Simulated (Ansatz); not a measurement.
Geometry optimisation, RKS PBE0/def2-SVP (Ansatz).

The input (input.yaml):

```yaml
crystal:
  periodic: [false, false, false]
  atoms:
    - { symbol: Si, position_ang: [0.309601, -0.541338, -0.225008] }
    - { symbol: H, position_ang: [1.01957, 0.631702, -0.682379] }
    - { symbol: O, position_ang: [0.722922, -0.944264, 1.326173] }
    - { symbol: O, position_ang: [-1.341256, -0.372992, -0.193222] }
    - { symbol: O, position_ang: [0.685826, -1.68441, -1.353319] }
    - { symbol: H, position_ang: [0.255292, 2.280589, -0.033816] }
    - { symbol: O, position_ang: [-0.59408, 2.324005, 0.426754] }
    - { symbol: H, position_ang: [1.650237, -0.891473, 1.575069] }
    - { symbol: H, position_ang: [-1.665145, -0.185503, 0.696159] }
    - { symbol: H, position_ang: [0.142952, -2.481152, -1.349127] }
    - { symbol: H, position_ang: [-1.186018, 1.864635, -0.187284] }
basis:
  gaussian: { orbitals: def2-SVP }
hamiltonian:
  xc: pbe0
relax:
  f_tol: 0.03
  max_steps: 50
```

Command:

```bash
$ ansatz run input.yaml --threads 2 --pin off --max-ram 3072MiB --backend cpu --events-out ev --progress --plain --runs-dir out
```

**Question.** Where does it end, and by what steps?

**Answer.** The forces met the threshold. The force dipped under the threshold on the way, but the program's further checks kept it going. After 37 steps the energy has fallen by 0.459 eV; H6 moved furthest, 1.73 Å.

```json
{"step": "0", "energy less start (eV)": "0.0000", "largest force component (eV/Å)": "0.731", "accepted": "yes"}
{"step": "2", "energy less start (eV)": "-0.0237", "largest force component (eV/Å)": "1.551", "accepted": "no"}
{"step": "4", "energy less start (eV)": "-0.0679", "largest force component (eV/Å)": "0.417", "accepted": "yes"}
{"step": "6", "energy less start (eV)": "0.0037", "largest force component (eV/Å)": "1.520", "accepted": "no"}
{"step": "8", "energy less start (eV)": "-0.0881", "largest force component (eV/Å)": "0.171", "accepted": "yes"}
{"step": "10", "energy less start (eV)": "-0.0979", "largest force component (eV/Å)": "0.417", "accepted": "yes"}
{"step": "12", "energy less start (eV)": "-0.1451", "largest force component (eV/Å)": "0.514", "accepted": "yes"}
{"step": "14", "energy less start (eV)": "-0.1580", "largest force component (eV/Å)": "1.759", "accepted": "no"}
{"step": "16", "energy less start (eV)": "-0.1995", "largest force component (eV/Å)": "0.421", "accepted": "yes"}
{"step": "18", "energy less start (eV)": "-0.2388", "largest force component (eV/Å)": "0.176", "accepted": "yes"}
{"step": "20", "energy less start (eV)": "-0.2514", "largest force component (eV/Å)": "0.144", "accepted": "yes"}
{"step": "22", "energy less start (eV)": "-0.2793", "largest force component (eV/Å)": "0.386", "accepted": "yes"}
{"step": "24", "energy less start (eV)": "-0.3389", "largest force component (eV/Å)": "0.722", "accepted": "yes"}
{"step": "26", "energy less start (eV)": "-0.4039", "largest force component (eV/Å)": "0.745", "accepted": "yes"}
{"step": "28", "energy less start (eV)": "-0.4334", "largest force component (eV/Å)": "0.316", "accepted": "yes"}
{"step": "30", "energy less start (eV)": "-0.4503", "largest force component (eV/Å)": "0.152", "accepted": "yes"}
{"step": "32", "energy less start (eV)": "-0.4550", "largest force component (eV/Å)": "0.236", "accepted": "yes"}
{"step": "34", "energy less start (eV)": "-0.4546", "largest force component (eV/Å)": "0.188", "accepted": "no"}
{"step": "36", "energy less start (eV)": "-0.4586", "largest force component (eV/Å)": "0.076", "accepted": "yes"}
{"step": "37", "energy less start (eV)": "-0.4589", "largest force component (eV/Å)": "0.022", "accepted": "yes"}
```

```xyz
11
Properties=species:S:1:pos:R:3
Si 0.536 -0.668 -0.700
H 1.628 -0.439 -1.670
O 0.915 0.079 0.766
O -0.897 -0.013 -1.131
O 0.456 -2.310 -0.525
H -0.446 1.286 1.191
O -1.258 1.735 0.891
H 1.652 -0.289 1.264
H -1.242 0.660 -0.500
H -0.388 -2.651 -0.210
H -0.957 2.611 0.625
```

Time of the run: 96 s on 2 threads of Intel(R) Xeon(R) CPU @ 2.80GHz (Skylake/Cascade Lake), on a shared host, peak memory 0.25 GiB.
